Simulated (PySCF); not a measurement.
**Electronic structure of P (phosphorus, neutral) at the PBEsol level**

Configuration: [Ne] 3s2 3p2 3d1, one real determinant (an excited configuration). Computed with PySCF 2.14 in aug-cc-pVTZ-DK (6s5p3d2f, 50 functions), with scalar relativity by spin-free X2C-1e.

```
Total energy                                                  : -341.0145 hartree
One-electron energy                                           : -470.2292 hartree
Hartree (Coulomb) energy                                      : 151.5625 hartree
Exchange-correlation energy                                   : -22.3478 hartree
⟨S²⟩                                                          : 3.7508
⟨L²⟩                                                          : 7.969
Sum of ⟨r⟩                                                    : 16.30 bohr
Sum of ⟨r²⟩                                                   : 40.23 bohr²
Traceless quadrupole moment −½Σ⟨3z² − r²⟩ along its main axis : -1.41 e·bohr²
Langevin diamagnetic susceptibility                           : -31.9 ×10⁻⁶ cm³/mol
```

| shell | electrons | mean orbital energy (hartree) | spread (hartree) | rms radius, mean of both spins (bohr) |
| --- | --- | --- | --- | --- |
| 1s α | 1 | -76.59568 | 0 | 0.120 |
| 1s β | 1 | -76.58785 | 0 | 0.120 |
| 2s α | 1 | -6.52146 | 0 | 0.568 |
| 2s β | 1 | -6.51253 | 0 | 0.568 |
| 2p α | 3 | -4.71677 | 0.00859 | 0.543 |
| 2p β | 3 | -4.70500 | 0.01713 | 0.543 |
| 3s α | 1 | -0.63442 | 0 | 1.99 |
| 3s β | 1 | -0.55231 | 0 | 1.99 |
| 3p α | 2 | -0.30917 | 0 | 2.41 |
| 3d α | 1 | 0.02600 | 0 | 4.28 |

⟨L²⟩ = 7.97 against 12 for a pure F term, so this real determinant mixes terms. The outer electron is Rydberg-like, and this basis confines it to a smaller radius and binds it less than a complete one would. At PBEsol the highest occupied level has a positive energy, so only the finite basis holds that electron; for this excited configuration the basis is too tight for the outer shell.

Densities and radii are taken from the X2C orbitals without a picture-change correction, which distorts them close to the nucleus.
